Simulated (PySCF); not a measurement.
WOF₃, SMILES [F][W]([F])(=[O])[F] (connectivity only; charge and spin as stated), neutral, multiplicity 2. Atoms are numbered in the order given.

```xyz
5

W      0.0033     0.0462     0.0000
O      0.8017     1.5487     0.0000
F     -0.6982    -0.0180     1.7163
F      0.6567    -1.7206     0.0000
F     -0.6982    -0.0180    -1.7163
```
Charge 0, spin multiplicity 2.

Coordinates come from a r2SCAN-D4/def2-SVP optimisation. The multiplicity is an assumed one; other spin states were not compared. The isomer is the one that the SMILES or the coordinates give; other isomers of the formula were not compared. The def2 effective core potentials stand for the cores of W; spin–orbit coupling is left out.

Computed with PBE/def2-TZVP run with PySCF.

ESP charges are fitted to the potential on shells at 1.4 to 2.0 van der Waals radii. Atomic charges (e):

| atom | ESP fit | Löwdin | Mulliken | Mulliken spin |
|---|---|---|---|---|
| W1 | 1.04 | 0.77 | 1.33 | 0.95 |
| O2 | -0.35 | -0.23 | -0.39 | 0.01 |
| F3 | -0.23 | -0.17 | -0.30 | 0.01 |
| F4 | -0.23 | -0.20 | -0.33 | 0.02 |
| F5 | -0.23 | -0.17 | -0.30 | 0.01 |
